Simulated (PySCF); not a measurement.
GeH₂, SMILES [GeH2] (connectivity only; charge and spin as stated), neutral, multiplicity 1.

Geometry: B3LYP-D3(BJ)/def2-TZVPD. The isomer is the one that the SMILES or the coordinates give; other isomers of the formula were not compared.

The numbers are results of B3LYP/def2-TZVPD in PySCF, not measurements.

Symmetry labels are those of the subgroup C2v that the program uses (full group C2v).

Computed valence orbital energies around the gap with their symmetry:
```
orbital  symmetry  energy (eV)
-------  --------  -----------
HOMO−7         A1       -33.27
HOMO−6         A2       -33.18
HOMO−5         B1       -33.11
HOMO−4         B2       -32.90
HOMO−3         A1       -32.83
HOMO−2         A1       -14.17
HOMO−1         B2        -8.61
HOMO           A1        -6.77
LUMO           B1        -3.32
LUMO+1         A1         0.23
LUMO+2         B2         0.56
LUMO+3         A1         1.83
```
